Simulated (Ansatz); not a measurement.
Molecule: P₂H₃, charge 0, multiplicity 2. SMILES: [PH]P
Coordinates optimised at B3LYP-D3(BJ)/def2-TZVP (Ansatz, a program for electronic structure):
```xyz
5

P      0.9614    -0.4387     0.4296
P     -0.8856     0.3194    -0.4691
H      1.6950     0.7069     0.0100
H     -1.0442     1.5226     0.2657
H     -1.7869    -0.4398     0.3160
```
Charge 0, spin multiplicity 2.

B3LYP/6-311+G** beside other levels, property by property. Terms: no dispersion term unless named; non-relativistic; no spin-orbit coupling; valence correlation only; 6-311+G** with 5d, 6d on Na to Ar in Ansatz; atomisation electronic, to ground-state atoms; open shells spin-unrestricted; each state is the SCF solution reached for its charge and spin; 6-31G* and kin with 6d, 5d where marked. CBS(X,Y): correlation extrapolated as X^-3; Hartree-Fock from the larger set. The bracket is a focal-point correction in the basis named. Ab initio and DFT rows: single points at B3LYP-D3(BJ) geometries (Ansatz), with unscaled harmonic terms from B3LYP/6-31G* (Ansatz) at its own minima, enthalpies of formation by atomisation with measured atoms. Anions need diffuse functions, which STO-3G, LANL2DZ, def2-SVP, cc-pVDZ and Pople sets without + lack.

Coupled cluster (Ansatz) is a level with limits of its own, used here on species with T1 under 0.025 (0.045 for open shells) and stable references: (a) RI-MP2/CBS(aug-cc-pV(T+d)Z,aug-cc-pV(Q+d)Z)+[CCSD(T)-MP2]/aug-cc-pV(T+d)Z; (b) CCSD(T)/CBS(cc-pV(T+d)Z,cc-pV(Q+d)Z).

```csv
property,B3LYP/6-311+G** (Ansatz),PBE/6-31G* (Ansatz),PBE0/def2-TZVPD (Ansatz),wB97X-V/def2-TZVPD (Ansatz),to compare with
vertical electron affinity to the singlet (eV),1.26,0.81,1.14,1.20,1.41 coupled cluster (a)
enthalpy of formation at 298 K (kcal/mol),35.4,36.6,33.0,22.1,32.4 coupled cluster (b)
atomisation energy (kcal/mol),283.8,282.6,286.3,297.1,286.8 coupled cluster (b)
```

As the rows show:
- vertical electron affinity to the singlet: B3LYP/6-311+G** lies 0.15 eV below coupled cluster.
- enthalpy of formation at 298 K: B3LYP/6-311+G** lies 3.0 kcal/mol above coupled cluster.
- atomisation energy: B3LYP/6-311+G** lies 3.0 kcal/mol below coupled cluster.

The properties are those with a value to compare with, at most eight drawn at random. No case is left out for the size of its miss. Left out are saddle points of the reference geometry, anions that the best level run finds unbound, excited spin states, species near biochemistry, 298 K rows of species without real B3LYP wavenumbers, cases with under five habitual levels, runs that failed or that the program found above a lower state of the same kind, table entries that another table contradicts, and a share of species set aside by lot.
